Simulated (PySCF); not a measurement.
Identify the unknown among the candidates.

All candidates are H11NOSi4.

| technique | computed result |
| --- | --- |
| Triplet | lowest triplet excitation (Tamm–Dancoff): 5.05 eV [TDA CAM-B3LYP/def2-SVPD] |
| UV, strongest line | among the 8 lowest singlet transitions: S6 at 7.21 eV (172 nm, f = 0.039) [TDDFT CAM-B3LYP/def2-SVPD] |
| Polarisability | 114.8 au [CAM-B3LYP/def2-SVPD] |
| 1H NMR | chemical shifts (computed TMS as zero) by class: 5.56 (2 H), 5.22 (2 H), 4.71 (6 H), 0.25 (1 H) ppm [GIAO PBE0/pcSseg-1] |
| NMR, other nuclei | isotropic shieldings of nuclei other than C and H, by class: 295 (1 N), 343 (1 O), 384 (1 Si), 389 (1 Si), 395 (2 Si) ppm [GIAO PBE0/pcSseg-1] |
| UV, first state | lowest singlet excitation: 5.43 eV (228 nm, f = 0.006) [TDDFT CAM-B3LYP/def2-SVPD] |
| Rotational structure | rotational constants A, B, C: 2.400, 0.766, 0.666 GHz [GFN2-xTB] |
| Dipole | 1.20 D [CAM-B3LYP/def2-SVPD] |

Electronic properties: PySCF, gas phase, density fitting. Levels stand in brackets. The structure is a single GFN2-xTB conformer in the gas phase; no vibrational or solvent corrections. GFN2-xTB frequencies show an imaginary mode (20i cm⁻¹), so this geometry is no minimum at that level. NMR values are class means; diastereotopic atoms form classes of their own.

Question: Which candidate is it?
A. `O[SiH2][SiH2]N([SiH3])[SiH3]`
B. `N[Si]([SiH3])([SiH3])[SiH2]O`
C. `N[SiH2][Si@@H]([SiH3])[SiH2]O`

Answer: A. It is `O[SiH2][SiH2]N([SiH3])[SiH3]`. Numbering: `[OH:1][SiH2:2][SiH2:3][N:4]([SiH3:5])[SiH3:6]`. Its formula, H11NOSi4, gives 0 degrees of unsaturation, so no ring and no π bond. Hydrogen classes from least to most shielded: 2 H on an oxygen-bound silicon, Si2 (5.56 ppm), 2 H on an SiH2 silicon, Si3 (5.22 ppm), 6 H on 2 SiH3 silicons, Si5/Si6 (4.71 ppm), 1 H on a silanol oxygen, O1 (0.25 ppm). The other shieldings belong to: 295 ppm, nitrogen bridging silicon atoms [N4]; 343 ppm, silanol oxygen [O1]; 384 ppm, oxygen-bound silicon [Si2]; 389 ppm, SiH2 silicon [Si3]; 395 ppm, SiH3 silicon [Si5/Si6]. The optimised geometry has point group C1 and is an asymmetric top.

The others, at the same levels:
- `N[SiH2][Si@@H]([SiH3])[SiH2]O` fails: its computed 1H shifts are 5.85 (1 H), 5.79 (1 H), 5.34 (1 H), 5.24 (1 H), 3.64 (3 H), 3.09 (1 H), 0.43 (2 H), 0.22 (1 H) ppm, lowest singlet excitation is 5.61 eV (221 nm, f = 0.009) (against 5.43 eV) and lowest triplet excitation (Tamm–Dancoff) is 5.29 eV (against 5.05 eV).
- `N[Si]([SiH3])([SiH3])[SiH2]O` fails: its computed 1H shifts are 5.41 (2 H), 3.64 (6 H), -0.26 (1 H), -0.85 (2 H) ppm, lowest singlet excitation is 4.67 eV (266 nm, f = 0.009) (against 5.43 eV) and lowest triplet excitation (Tamm–Dancoff) is 4.22 eV (against 5.05 eV).

Each candidate is one conformer, not necessarily the lowest. The conformers computed, where there is a choice (atom-mapped SMILES and torsion angles):
- `[OH:1][SiH2:2][SiH2:3][N:4]([SiH3:5])[SiH3:6]`: O1–Si2–Si3–N4 176°, Si2–Si3–N4–Si5 -105°, H–O1–Si2–Si3 180°
- `[NH2:1][SiH2:2][Si@@H:3]([SiH3:4])[SiH2:5][OH:6]`: N1–Si2–Si3–Si4 -128°, Si2–Si3–Si5–O6 -45°, H–N1–Si2–Si3 38°, H–N1–Si2–Si3 177°, H–O6–Si5–Si3 -175°
- `[NH2:1][Si:2]([SiH3:3])([SiH3:4])[SiH2:5][OH:6]`: N1–Si2–Si5–O6 172°, H–N1–Si2–Si3 55°, H–N1–Si2–Si3 -168°, H–O6–Si5–Si2 -62°
